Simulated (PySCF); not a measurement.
SMILES F[SiH2]/C=C/[SiH2]Cl (C₂H₆ClFSi₂), singlet, PBE0/def2-SVP optimised geometry.

```
12

Si    -0.47    -0.69     0.00
F     -0.94    -1.44     1.37
C     -1.15    -1.61    -1.48
C     -1.99    -1.05    -2.36
Si    -2.66    -1.96    -3.85
Cl    -2.10    -0.97    -5.58
H      1.02    -0.69     0.00
H     -1.02     0.69     0.00
H     -0.83    -2.65    -1.64
H     -2.31    -0.01    -2.20
H     -4.15    -2.00    -3.83
H     -2.10    -3.34    -3.87
```

Density from PBE0/def2-TZVP run with PySCF at that geometry.

Minimum of the electron density along straight lines between bonded atoms, close to the bond critical point (lines longer than 1.1 times the sum of covalent radii, or with two minima, are not listed):

```json
[
 {"bond": "Si1–F2", "length / Å": "1.628", "ρ at the minimum / e bohr⁻³": "0.129", "∇²ρ there / e bohr⁻⁵": "0.87", "position (fraction from the first atom)": "0.42"},
 {"bond": "Si1–C3", "length / Å": "1.866", "ρ at the minimum / e bohr⁻³": "0.124", "∇²ρ there / e bohr⁻⁵": "0.21", "position (fraction from the first atom)": "0.39"},
 {"bond": "C3–C4", "length / Å": "1.346", "ρ at the minimum / e bohr⁻³": "0.338", "∇²ρ there / e bohr⁻⁵": "-1.00", "position (fraction from the first atom)": "0.50"},
 {"bond": "C4–Si5", "length / Å": "1.868", "ρ at the minimum / e bohr⁻³": "0.123", "∇²ρ there / e bohr⁻⁵": "0.21", "position (fraction from the first atom)": "0.61"},
 {"bond": "Si5–Cl6", "length / Å": "2.074", "ρ at the minimum / e bohr⁻³": "0.095", "∇²ρ there / e bohr⁻⁵": "0.21", "position (fraction from the first atom)": "0.36"},
 {"bond": "Si1–H7", "length / Å": "1.490", "ρ at the minimum / e bohr⁻³": "0.124", "∇²ρ there / e bohr⁻⁵": "0.13", "position (fraction from the first atom)": "0.49"},
 {"bond": "Si1–H8", "length / Å": "1.489", "ρ at the minimum / e bohr⁻³": "0.124", "∇²ρ there / e bohr⁻⁵": "0.14", "position (fraction from the first atom)": "0.49"},
 {"bond": "C3–H9", "length / Å": "1.100", "ρ at the minimum / e bohr⁻³": "0.273", "∇²ρ there / e bohr⁻⁵": "-0.94", "position (fraction from the first atom)": "0.65"},
 {"bond": "C4–H10", "length / Å": "1.100", "ρ at the minimum / e bohr⁻³": "0.274", "∇²ρ there / e bohr⁻⁵": "-0.94", "position (fraction from the first atom)": "0.65"},
 {"bond": "Si5–H11", "length / Å": "1.490", "ρ at the minimum / e bohr⁻³": "0.123", "∇²ρ there / e bohr⁻⁵": "0.14", "position (fraction from the first atom)": "0.49"},
 {"bond": "Si5–H12", "length / Å": "1.489", "ρ at the minimum / e bohr⁻³": "0.123", "∇²ρ there / e bohr⁻⁵": "0.14", "position (fraction from the first atom)": "0.49"}
]
```
